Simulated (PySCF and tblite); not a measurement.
The numbers below are computed, except where a source is named.
## Pyramidal inversion: stationary points, barriers and rates

System: C6H11N, numbered as in [CH2:1]=[C:2]1[CH2:3][NH:4][C@H:5]([CH3:6])[CH2:7]1.

Motion: pyramidal inversion at N4. Level: PBE0/pcSseg-1 + D3(BJ) on GFN2-xTB stationary points, with GFN2-xTB thermal terms. Rate constants are transition-state-theory values, counting equivalent paths, without tunnelling. Run with tblite and PySCF.

```
 point  symmetry  E(GFN2) kcal/mol  E(DFT) kcal/mol  ZPE change kcal/mol  lowest mode cm⁻¹  dipole D
 start        C1               0.0              0.0                 0.00                72      1.02
saddle        C1               5.6              4.7                -1.49              546i      0.61
   end        C1               0.8             -0.2                -0.38                72      1.07
```

```
Electronic barrier                                      : 4.7 kcal/mol
Barrier with zero-point energy                          : 3.2 kcal/mol
ΔH‡ (298 K)                                             : 3.2 kcal/mol
ΔS‡ (298 K, symmetry apart)                             : 0.7 cal/(mol K)
Paths                                                   : 1 equivalent path
End point                                               : a different minimum
Mean lifetime of the start against this motion at 298 K : 27 ps
Cost                                                    : 75 s on 1 thread of AMD EPYC 7B13 (shared host) (rough), peak memory 0.81 GiB, launched as `OMP_NUM_THREADS=1 python ens_run.py task.json out`
```

```csv
T/K,ΔG‡ kcal/mol,k s⁻¹,ΔG kcal/mol,k back s⁻¹
150,3.1,1×10⁸,-0.6,1.2×10⁷
200,3.1,1.9×10⁹,-0.6,3.8×10⁸
250,3.0,1.2×10¹⁰,-0.7,3.1×10⁹
298,3.0,3.7×10¹⁰,-0.7,1.2×10¹⁰
350,3.0,9.3×10¹⁰,-0.7,3.4×10¹⁰
400,3.0,1.8×10¹¹,-0.7,7.3×10¹⁰
500,3.1,4.6×10¹¹,-0.8,2.1×10¹¹
```

ΔG and ΔG‡ leave out symmetry numbers and mirror images; rates count paths: 1 out, 1 back.
